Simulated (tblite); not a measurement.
Task: What does the GFN2-xTB structure of `NC(=O)[C@@H]1C[Si@H](C(N)=O)O1` look like in three dimensions?

Result: 
Z-matrix in Å and degrees, rows numbered from 1:
```
N 
C   1  1.3461
O   2  1.2147  1  122.25
C   2  1.5192  1  115.70  3   177.98
C   4  1.5351  2  111.00  1  -118.61
Si  5  1.9156  4   83.83  2  -112.39
C   6  1.9187  5  119.69  4   108.64
N   7  1.3414  6  115.97  5   -47.76
O   7  1.2183  6  120.71  5   132.15
O   4  1.4233  2  109.22  1   131.35
H   1  1.0080  2  118.77  3     1.95
H   1  1.0041  2  122.45  3   177.25
H   4  1.0930  2  111.69  1    10.61
H   5  1.0841  4  112.67  2   131.25
H   5  1.0852  4  113.19  2     6.58
H   6  1.4568  5  115.11  4  -110.96
H   8  1.0138  7  121.25  6    -1.53
H   8  1.0091  7  119.36  6  -178.09
```

Of the pairs four or more bonds apart, those above aside, H12···H13 is among the closest relative to their van der Waals radii: 2.25 Å, 94 % of the sum of Bondi's values. N1 (amide nitrogen) is planar (angles 122.4°, 118.8° and 118.6°, sum 359.8°, 0.03 Å off the plane of its three neighbours). N8 (nitrogen bound to a carbonyl carbon) is planar (angles 121.2°, 119.4° and 119.3°, sum 359.9°, 0.02 Å off the plane of its three neighbours). The 3 C–O bonds span 1.215 Å (C2=O3, drawn double) to 1.423 Å (C4–O10, drawn single), a spread of 0.208 Å.

Structure optimised with GFN2-xTB, isolated species.

Point group: C1 (no symmetry element, even within 0.4 Å). Its GFN2-xTB frequencies are all real (lowest 27 cm⁻¹). One conformer, not necessarily the lowest (H–N1–C2–O3 2° and 177°, N1–C2–C4–C5 -119°, C5–Si6–C7–N8 -48°, Si6–C7–N8–H -2° and -178°). 3 starts were optimised and ended at 0.00, 0.04 and 1.08 kcal/mol (GFN2-xTB); the lowest of these is shown.

The numbers are calculated, not measured.
